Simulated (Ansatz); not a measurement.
A nudged elastic band was laid between two geometries of CH7FN2SSi (13 atoms, charge 0, multiplicity 1).

Theory: Ansatz 0.2.0, RKS PBE/def2-SVP.

- movable images: 5
- climbing image: yes
- spring: 5.0 eV/Å²
- optimiser: fire
- start path: through a guess of the saddle point
- force threshold: 0.05 eV/Å
- iteration limit: 60
- end points: relaxed
- largest step: 0.02 Å

First end point:

```xyz
13
Properties=species:S:1:pos:R:3
N -1.589 1.134 -0.468
C -0.693 0.050 -0.392
F -1.223 -1.114 0.237
S -0.404 -0.621 -2.145
N 0.450 0.392 0.366
Si 1.468 -0.799 1.184
H -1.873 1.445 0.469
H -2.401 0.921 -1.054
H 0.105 0.553 -2.611
H 0.819 1.320 0.150
H 1.797 -1.969 0.300
H 0.846 -1.307 2.453
H 2.720 -0.040 1.526
```

Last end point:

```xyz
13
Properties=species:S:1:pos:R:3
N -1.687 1.219 -0.302
C -0.676 0.256 -0.467
F -1.065 -1.068 -0.091
S -0.346 0.194 -2.323
N 0.445 0.529 0.362
Si 1.424 -0.739 1.104
H -1.916 1.350 0.689
H -2.522 1.018 -0.861
H 0.270 -1.019 -2.264
H 0.870 1.439 0.171
H 1.888 -1.786 0.124
H 0.712 -1.422 2.235
H 2.622 -0.005 1.639
```

**Question.** Which bonds break or form, and what moves?

**Answer.** No bond is made or broken. The dihedral N5–C2–S4–H9 goes from -66 to 74°.

**Question.** Give the energies along the band, and the barrier.

**Answer.** The forces met the threshold. The highest image is number 4 of 0 to 6, 0.128 eV above the first end and 0.147 eV above the last; the last end lies 0.019 eV below the first. The order of the stationary point at the top wasn't checked.

| image | path coordinate (Å) | energy (eV) | dihedral N5–C2–S4–H9 (°) |
| --- | --- | --- | --- |
| 0 | 0.00 | 0.000 | -66 |
| 1 | 0.46 | 0.010 | -57 |
| 2 | 0.91 | 0.037 | -46 |
| 3 | 1.37 | 0.094 | -23 |
| 4 | 1.83 | 0.128 | 3 |
| 5 | 2.48 | 0.052 | 42 |
| 6 | 3.13 | -0.019 | 74 |

**Question.** What is the geometry of the highest image?

**Answer.** 
```xyz
13
Properties=species:S:1:pos:R:3:forces:R:3
N -1.658 1.248 -0.360 0.00 0.00 0.00
C -0.790 0.131 -0.395 0.00 0.00 0.00
F -1.319 -1.004 0.274 0.00 0.00 0.00
S -0.631 -0.422 -2.207 -0.01 0.00 0.00
N 0.425 0.429 0.272 0.00 0.00 0.00
Si 1.478 -0.757 1.048 0.00 0.00 0.00
H -1.917 1.459 0.613 -0.02 -0.02 0.00
H -2.502 1.107 -0.926 0.02 0.01 -0.02
H 0.726 -0.396 -2.187 -0.01 0.01 -0.01
H 0.783 1.358 0.040 -0.01 0.01 0.02
H 2.115 -1.711 0.068 -0.02 -0.02 0.01
H 0.753 -1.550 2.092 0.01 0.02 0.02
H 2.557 0.074 1.684 0.01 0.00 -0.02
```

The band took 52 iterations and about 24 core-minutes.

The run took 12 min on 2 threads of Arm Neoverse V1, on a shared host, peak memory 0.19 GiB.
